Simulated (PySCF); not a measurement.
Species: Te(CN)2, C2N2Te.
Cartesian coordinates in Å at the PBE0-D3(BJ)/def2-SVP level; atoms count from 1:
```xyz
5
C2N2Te angstrom
Te    -0.3214    0.0064   -1.3720
C      1.4561    0.0599   -0.3495
N      2.5055    0.0923    0.1457
C     -1.4602   -0.0600    0.3330
N     -2.1801   -0.0986    1.2428
```

Method used: PySCF 2.14.0, PBE0-D3(BJ)/def2-SVP geometry optimisation, gas phase, def2 core potentials past Kr.

(1) Which atoms are bound to Te1, and at what distances?

(2) What is the shape at Te1?

(3) What are the other bond lengths?

(4) Give some angles away from the centre.

(5) What are the rotational constants (commonest isotopes, rigid rotor)?

## Answers

(1) 2 atoms: C2 2.051 Å, C4 2.051 Å. The nearest atom not counted as bound is N3, at 3.21 Å (others tie with it).

(2) Bent: angle 93.9°.

(3) C2–N3, C4–N5 1.161 Å.

(4) Te1–C2–N3 175.3°.

(5) A = 4023, B = 2336, C = 1478 MHz: an asymmetric top.

Point group: C2v (tolerance 0.08 Å). Charge 0, singlet. No PBE0-D3(BJ)/def2-SVP frequencies stand behind this structure, so it isn't proved a minimum.
